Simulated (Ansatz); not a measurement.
One geometry of the cluster HfSi₂, several levels of theory.

```yaml
crystal:
  periodic: [false, false, false]
  atoms:
    - {symbol: Hf, position_ang: [1.273413, 0.610460, 0.268951]}
    - {symbol: Si, position_ang: [-1.098309, 0.230888, 0.834282]}
    - {symbol: Si, position_ang: [-0.175104, -0.841347, -1.103233]}
basis:
  gaussian: {orbitals: def2-TZVP, initial_orbitals: start.molden}
hamiltonian: {xc: {name: wB97X-V}}
scf: {omitted_lower_state_checks: [starts]}
output: {orbitals: {seedname: orbitals}}
```

The file start.molden holds the orbitals of an earlier run on this structure, at another level or in another basis.

```sh
$ ansatz run in.yaml --threads 4 --pin off --events-out ev --progress --plain --max-ram 3916MiB
```

Shortened log:

```
Functional definition: wB97X-V
862 factors; their error is unknown
184 factors; integrals over basis functions are off by at most 3.8e-5 eV
mean field evaluation 1: about -17053.2986 eV, gradient 3.8e0 eV
mean field evaluation 2: about -17053.4060 eV, gradient 2.3e-1 eV
mean field evaluation 4: about -17053.4522 eV, gradient 8.5e-2 eV
mean field evaluation 8: about -17053.4522 eV, gradient 3.5e-4 eV
mean field -17053.45216941 eV, -626.7028079807 hartree, gradient 2.2e-5 eV, S^2 0.000000; 0 other end points of the search recorded, 0 dependent functions left out
reference -17053.45216788 eV, -626.7028079246 hartree; 20, 20 occupied and 94, 94 virtual orbitals, 862 factors
Total energy: -17053.45216788 eV, -626.7028079246 hartree
Checks for a lower state left out: starts
```

Run time 9 s (4 threads of Arm Neoverse V2 on a shared host).

The first input with `gaussian: {orbitals: def2-TZVPD, initial_orbitals: start.molden}`, `correlation: {method: ccsd_t}` and without the key `hamiltonian` (abridged; 6 s):

```
Functional definition: HF
mean field evaluation 16: about -17001.1473 eV, gradient 2.7e1 eV
mean field evaluation 32: about -17008.6037 eV, gradient 2.2e0 eV
mean field evaluation 64: about -17010.0838 eV, gradient 2.7e-2 eV
mean field evaluation 96: about -17007.6230 eV, gradient 6.0e0 eV
mean field evaluation 128: about -17010.1848 eV, gradient 2.1e-4 eV
mean field -17011.54135284 eV, -625.1626138801 hartree, gradient 1.7e-6 eV, S^2 0.000000; 3 other end points of the search recorded, 0 dependent functions left out; unrestricted orbitals would lower it
determinant -17011.54135284 eV, -625.1626138801 hartree, with singles and doubles -17025.41955318 eV, -625.6726283354 hartree
determinant -17010.18479431 eV, -625.1127612737 hartree, with singles and doubles -17024.29037058 eV, -625.6311316404 hartree
determinant -17010.08385993 eV, -625.1090520036 hartree, with singles and doubles -17024.30408875 eV, -625.6316357736 hartree
determinant -17008.77356907 eV, -625.0608997027 hartree, with singles and doubles -17022.06497414 eV, -625.5493498298 hartree
10 core orbitals not correlated: weight in the atoms' cores, before any rotation towards them, 1.000 or more for the frozen orbitals, at most 0.000 for the correlated occupied ones
second order -14.04203635 eV of doubles, -0.00000000 eV of singles
cycle   1  -13.76397903 eV  change   -3.1e-1 eV  update   3.3e-2
[...]
cycle   3  -13.79638220 eV  change    7.6e-3 eV  update   6.2e-3
cycle   4  -13.80020974 eV  change   -3.8e-3 eV  update   3.2e-3
cycle   5  -13.80119397 eV  change   -9.8e-4 eV  update   2.4e-3
cycle   6  -13.80248349 eV  change   -1.3e-3 eV  update   1.3e-3
cycle   7  -13.80208775 eV  change    4.0e-4 eV  update   7.1e-4
cycle   8  -13.80277393 eV  change   -6.9e-4 eV  update   4.6e-4
cycle   9  -13.80239616 eV  change    3.8e-4 eV  update   2.7e-4
cycle  10  -13.80240560 eV  change   -9.4e-6 eV  update   1.4e-4
cycle  11  -13.80239324 eV  change    1.2e-5 eV  update   6.8e-5
cycle  12  -13.80237383 eV  change    1.9e-5 eV  update   3.7e-5
cycle  13  -13.80238982 eV  change   -1.6e-5 eV  update   1.9e-5
perturbative correction -1.14190023 eV, -0.0419640594 hartree
Total energy: -17026.48564289 eV, -625.7118064097 hartree
Checks for a lower state left out: starts
```

As the first input, with `gaussian: {orbitals: def2-TZVPD, initial_orbitals: start.molden}`, `hamiltonian: {xc: r2scan, dispersion: d4}` (abridged; 2.2 s):

```
Functional definition: r2SCAN
mean field -17056.73182337 eV, -626.8233330407 hartree, gradient 1.1e-5 eV, S^2 0.000000
Total energy: -17056.75536577 eV, -626.8241982079 hartree
Checks for a lower state left out: starts
```

As the first input, with `hamiltonian: {xc: {name: LC-wPBE, parameters: {omega: 0.2/bohr}}}` (abridged; 2.2 s):

```
Functional definition: LC-wPBE
mean field -17051.81208789 eV, -626.6425360964 hartree, gradient 2.6e-5 eV, S^2 0.000000
Total energy: -17051.81208790 eV, -626.6425360970 hartree
Checks for a lower state left out: starts
```

First input, but with `hamiltonian: {xc: {name: B2PLYP}}`, `output: {forces: true}` (abridged; 4.2 s):

```
Functional definition: B2PLYP
mean field -17043.27445600 eV, -626.3287839116 hartree, gradient 3.2e-6 eV, S^2 0.000000; unrestricted orbitals would lower it
10 core orbitals not correlated: weight in the atoms' cores, before any rotation towards them, 1.000 or more for the frozen orbitals, at most 0.000 for the correlated occupied ones
second order -18.33283055 eV of doubles, -0.00000000 eV of singles
Total energy: -17048.22443701 eV, -626.5106923584 hartree
Atom 0 force     0.132248     0.063340     0.027849 eV/Å
Atom 1 force    -0.087966    -0.006424     0.031744 eV/Å
Atom 2 force    -0.044282    -0.056916    -0.059593 eV/Å
Dipole moment:     1.044669     0.500798     0.220633 e Å
Checks for a lower state left out: starts
```

The first input with `gaussian: {orbitals: def2-TZVPD, initial_orbitals: start.molden}`, `hamiltonian: {xc: pbe0, dispersion: d4}` (abridged; 1.3 s):

```
Functional definition: PBE0
mean field -17050.77360545 eV, -626.6043725709 hartree, gradient 2.7e-5 eV, S^2 0.000000
Total energy: -17050.89356170 eV, -626.6087808817 hartree
Checks for a lower state left out: starts
```

As the first input, with `hamiltonian: {xc: {name: LC-wPBE, parameters: {omega: 0.3/bohr}}}` (abridged; 2.2 s):

```
Functional definition: LC-wPBE
mean field -17051.46428707 eV, -626.6297546524 hartree, gradient 2.0e-5 eV, S^2 0.000000
Total energy: -17051.46428708 eV, -626.6297546526 hartree
Checks for a lower state left out: starts
```

Geometry: PBE-D4/def2-TZVP.

In the def2 sets Hf takes a core potential; there is no spin–orbit coupling. Correlated methods freeze 10 core orbitals; core or outer-core shells of Hf are correlated, in sets that lack core-valence functions. The restricted singlet is unstable towards broken spin symmetry at other levels; at ωB97X-V/def2-TZVP, r2SCAN-D4/def2-TZVPD, LC-ωPBE (ω = 0.20 bohr⁻¹)/def2-TZVP, PBE0-D4/def2-TZVPD and others this wasn't settled. At CCSD(T)/def2-TZVPD, B2PLYP/def2-TZVP the restricted singlet (for correlated methods, its reference) is unstable: a solution with broken spin symmetry lies lower. At PBE0-D4/def2-TZVP a triplet of charge 0 lies 0.35 eV below the restricted singlet, each at its own geometry. The structure comes from a short search, and lower isomers may exist.
